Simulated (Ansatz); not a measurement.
Reaction (homolysis of the Br–In bond): `[NH2][In]([Cl])[Br]` → Br• + `[NH2][In][Cl]`•

Calculated with Ansatz (gas phase, PBE0-D4/def2-TZVP geometries, no zero-point term in ΔE). CCSD(T)/CBS is the MP2 limit (def2-TZVPP, def2-QZVPP) plus CCSD(T) − MP2 in def2-TZVPP, frozen cores. DFT in def2-TZVPP. Open shells (•) are unrestricted, without spin–orbit coupling. Spin–orbit coupling would lower the free atoms: clearly for Br. def2 core potentials past Kr. For Br, In outer-core shells are correlated without core-valence functions, so the limit isn't a true one: a few kJ/mol of doubt a bond, and 10 to 20 or more in all where bonds break to atoms. Scalar relativity is left out up to krypton. Each species was taken in one conformer, which may not be the lowest.

| species | B2PLYP energy (Eh) |
| --- | --- |
| `[NH2][In]([Cl])[Br]` | -3279.83849 |
| Br• | -2573.72884 |
| `[NH2][In][Cl]`• | -705.98391 |

Q: Work out ΔE.

A: ΔE = (-2573.72884) + (-705.98391) − (-3279.83849) = 0.12574 Eh = +3.42 eV. CCSD(T)/CBS gives +3.75 eV.

Largest T1 diagnostic among the species: 0.019.

From PBE to PBE0 (25 % exact exchange), in def2-TZVPP and without D4, ΔE moves by +0.08 eV. Leaving LDA and LC-ωPBE aside and taking each functional with its dispersion term where it has one, the values, not all of them listed here, spread over 0.49 eV, from BLYP-D4 to PBE-QIDH. LDA lies +0.60 eV from PBE without D4, its usual overbinding.
